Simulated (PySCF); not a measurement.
BeH₂, SMILES [BeH2].

Geometry optimised at PBE0-D3(BJ)/def2-TZVPD. The isomer is the one that the SMILES or the coordinates give; other isomers of the formula were not compared.

All values below come from B3LYP/def2-TZVPD run with PySCF.

Gas-phase values at a fixed geometry.

```
Property                                                                                                        Value
---------------------------------------------------------------------------------------------  ----------------------
total energy                                                                                        -15.92168 hartree
point group                                                                                                       D∞h
highest occupied level                                                                                       -8.65 eV
lowest empty level                                                                                           -1.10 eV
orbital gap                                                                                                   7.55 eV
dipole moment                                                                                                  0.00 D
quadrupole, principal values (traceless, Buckingham form, about the centre of nuclear charge)   -5.25, 2.63, 2.63 D·Å
mean static polarisability                                                                       20.7 bohr³ (3.06 Å³)
polarisability, principal values                                                               20.3, 20.3, 21.3 bohr³
```
